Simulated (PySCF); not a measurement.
FH6NOSi2, SMILES [Si@H](N[SiH3])(F)O.

The structure is a stationary point at PBE0-D3(BJ)/def2-SVP. The structure was generated by enumeration; whether it is a known compound was not checked. Other conformers were not sampled.

Level of theory: PySCF with TDDFT-B3LYP/def2-SVPD.

Vertical excitations. 

Computed lowest excited states:
```json
[
 {"state": "S1", "energy (eV)": "6.50", "λ (nm)": "191", "f": "0.014", "main pairs": "HOMO→LUMO 94 %"},
 {"state": "S2", "energy (eV)": "7.11", "λ (nm)": "174", "f": "0.012", "main pairs": "HOMO→LUMO+1 93 %"},
 {"state": "S3", "energy (eV)": "7.45", "λ (nm)": "167", "f": "0.021", "main pairs": "HOMO→LUMO+2 94 %"},
 {"state": "S4", "energy (eV)": "7.61", "λ (nm)": "163", "f": "0.003", "main pairs": "HOMO→LUMO+3 85 %"},
 {"state": "S5", "energy (eV)": "7.86", "λ (nm)": "158", "f": "0.016", "main pairs": "HOMO→LUMO+4 76 %, HOMO−1→LUMO 14 %"},
 {"state": "S6", "energy (eV)": "7.91", "λ (nm)": "157", "f": "0.026", "main pairs": "HOMO−1→LUMO 64 %, HOMO→LUMO+4 15 %, HOMO−1→LUMO+1 13 %"},
 {"state": "S7", "energy (eV)": "8.16", "λ (nm)": "152", "f": "0.003", "main pairs": "HOMO→LUMO+5 63 %, HOMO→LUMO+6 27 %"},
 {"state": "S8", "energy (eV)": "8.30", "λ (nm)": "149", "f": "0.038", "main pairs": "HOMO→LUMO+6 42 %, HOMO−2→LUMO 30 %, HOMO→LUMO+5 15 %"},
 {"state": "S9", "energy (eV)": "8.34", "λ (nm)": "149", "f": "0.033", "main pairs": "HOMO−2→LUMO 59 %, HOMO→LUMO+6 19 %, HOMO→LUMO+5 11 %"},
 {"state": "S10", "energy (eV)": "8.47", "λ (nm)": "146", "f": "0.085", "main pairs": "HOMO−1→LUMO+1 71 %, HOMO−1→LUMO 16 %"},
 {"state": "T1", "energy (eV)": "6.21", "λ (nm)": "200", "f": "0", "main pairs": "HOMO→LUMO 88 %"},
 {"state": "T2", "energy (eV)": "6.86", "λ (nm)": "181", "f": "0", "main pairs": "HOMO→LUMO+1 76 %"},
 {"state": "T3", "energy (eV)": "7.20", "λ (nm)": "172", "f": "0", "main pairs": "HOMO→LUMO+2 86 %"},
 {"state": "T4", "energy (eV)": "7.26", "λ (nm)": "171", "f": "0", "main pairs": "HOMO→LUMO+3 81 %"}
]
```
Triplets are in the Tamm–Dancoff approximation, which puts them higher than full response would, so one can lie above its singlet here.
